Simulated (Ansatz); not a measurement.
Start from `C[BH][GeH2][F]` and change one atom or group to get `[BH2][GeH2][F]`.

Ansatz, PBE0-D4/def2-TZVP geometries, multiplicity 1. Each molecule was computed in one conformer, which needn't be the lowest.

Scalar relativity is left out up to krypton.

| property | `C[BH][GeH2][F]` |
| --- | --- |
| LUMO energy (B3LYP/def2-TZVPP) / eV | -2.34 |
| HOMO energy (PBE0/def2-TZVPP) / eV | -8.07 |
| HOMO energy (PBE/def2-TZVPP) / eV | -6.79 |
| HOMO energy (B3LYP/def2-TZVPP) / eV | -7.89 |
| HOMO energy (ωB97M-V/def2-TZVPP) / eV | -10.23 |
| size of the dipole moment (PBE/def2-TZVPP) / D | 3.26 |

**Question.** What does the change do to each property? (Best estimate.)

**Answer.** The calculation gave: 
```
                                      property  `[BH2][GeH2][F]`  shift
           LUMO energy (B3LYP/def2-TZVPP) / eV             -3.02  -0.68
            HOMO energy (PBE0/def2-TZVPP) / eV             -8.57  -0.50
             HOMO energy (PBE/def2-TZVPP) / eV             -7.25  -0.46
           HOMO energy (B3LYP/def2-TZVPP) / eV             -8.37  -0.48
         HOMO energy (ωB97M-V/def2-TZVPP) / eV            -10.75  -0.52
size of the dipole moment (PBE/def2-TZVPP) / D              2.22  -1.04
```

With PBE0 the HOMO falls by 0.50 eV and the LUMO falls by 0.67 eV, so the gap narrows by about 0.17 eV. PBE moves the HOMO by -0.46 eV and ωB97M-V by -0.52 eV. Dipoles are sizes alone; their direction can turn.

B3LYP here is the variant with VWN-RPA as its local correlation; programs differ in this.
